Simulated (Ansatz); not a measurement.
`[OH][GeH2][C]#C[SiH3]` + CH₄ → `CC#[C][GeH2][OH]` + SiH₄  (formal exchange of groups at a C–Si bond)

Gas-phase electronic energies from Ansatz, PBE0-D4/def2-TZVP geometries. CBS: MP2 limit from def2 TZ/QZ plus the TZ coupled-cluster correction, frozen cores. This one scheme is used for every species. DFT in def2-TZVPP. B3LYP here is the variant with VWN-RPA as its local correlation; programs differ in this. For Ge outer-core shells are correlated without core-valence functions, which leaves a few kJ/mol of doubt a bond. Scalar relativity is left out up to krypton. One conformer a species, not always the lowest.

Is it downhill or uphill in electronic energy at CCSD(T)/CBS, and by how much? (Best estimate.)

The calculation gave: Uphill: ΔE = +14.1 kcal/mol.

What do these levels give: PBE-D4, B3LYP-D4, ωB97M-V, B3LYP, HF/def2-TZVPP, CCSD/def2-TZVPP? (Best estimate.)

Ansatz gave: PBE-D4 12.1, B3LYP-D4 13.1, ωB97M-V 13.0, B3LYP 12.7, HF/def2-TZVPP 12.5, CCSD/def2-TZVPP 13.3 kcal/mol.

Largest T1 diagnostic among the species: 0.012.

In def2-TZVPP, CCSD(T) changes the Hartree–Fock value by +1.1 kcal/mol (the triples alone add +0.3 kcal/mol) and MP2 by +1.8 kcal/mol.
